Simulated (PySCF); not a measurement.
**Fractional electron number in Ir⁻ (iridium, charge -1)**

The 5d beta orbital of [Xe] 4f14 5d8 6s2 is emptied in steps (occupation f), with all orbitals relaxed, ending at [Xe] 4f14 5d7 6s2. Calculation: PySCF 2.14, in def2-TZVPPD with the def2 core potential (60 electrons); scalar relativity through the core potential. The exact energy is a straight line in f; departures are measured from the line between the end points of the same method.

```json
{"f": "1", "PBE0 (eV)": "0.000", "r2SCAN (eV)": "0.000", "LC-wPBE (eV)": "0.000"}
{"f": "0.75", "PBE0 (eV)": "-0.462", "r2SCAN (eV)": "-0.676", "LC-wPBE (eV)": "0.074"}
{"f": "0.5", "PBE0 (eV)": "-0.622", "r2SCAN (eV)": "-0.902", "LC-wPBE (eV)": "0.093"}
{"f": "0.25", "PBE0 (eV)": "-0.471", "r2SCAN (eV)": "-0.676", "LC-wPBE (eV)": "0.067"}
{"f": "0", "PBE0 (eV)": "0.000", "r2SCAN (eV)": "0.000", "LC-wPBE (eV)": "0.000"}
```

| method | E(f=0) − E(f=1) (eV) | −ε at f=1 (eV) | −ε at f=0.5 (eV) |
| --- | --- | --- | --- |
| PBE0 | 1.723 | -0.718 | 1.699 |
| r2SCAN | 1.754 | -1.845 | 1.754 |
| LC-wPBE | 1.458 | 1.876 | 1.438 |

Orbital energy along the path (eV):

```tsv
f	PBE0	r2SCAN	LC-wPBE
1	0.718	1.845	-1.876
0.75	-0.472	0.053	-1.638
0.5	-1.699	-1.754	-1.438
0.25	-2.962	-3.559	-1.270
0	-4.255	-5.356	-1.098
```

At f = 1 the orbital energy is positive for PBE0, r2SCAN: only the finite basis holds the electron.

Reference removal energy between the ground levels: 1.564 eV (measured; photodetachment measurements, as compiled on the Wikipedia data page of electron affinities). The calculation has no spin-orbit coupling. The determinant left behind need not be the lowest term of the ion.
